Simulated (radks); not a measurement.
Question: These are the eigenvalues of the occupied orbitals of an atom or ion with whole-number occupations (Ry). Method: non-relativistic Kohn-Sham, PBE, spin-polarised, spherical densities, point nucleus; computed with a radial shooting solver on a logarithmic mesh with Libxc functionals.

1s down: -5867.416
1s up: -5867.415
2s up: -1039.294
2s down: -1039.267
2p up: -1003.108
2p down: -1003.093
3s up: -293.7190
3s down: -293.2055
3p up: -276.5507
3p down: -276.0878
3d up: -244.5363
3d down: -244.2093
4s up: -108.1569
4s down: -107.6034
4p up: -100.5439
4p down: -99.98889
4d up: -86.55166
4d down: -85.98112
4f up: -67.83861
4f down: -67.19458

Which element is it, and in what charge state? The configuration may be excited. Open shells, if any, are filled with parallel spins first.

Answer: Z = 82, lead, charge +27: Pb27+ in [Kr] 4d10 4f9. The list shows which subshells hold electrons but not how many an open one holds; the 1s level, -2933.7 hartree, gives Z - s = 76.6 by -(Z - s)^2/2, which with screening narrows Z to a few neighbours, and the depths of the outer levels then fix element, charge and occupations together.
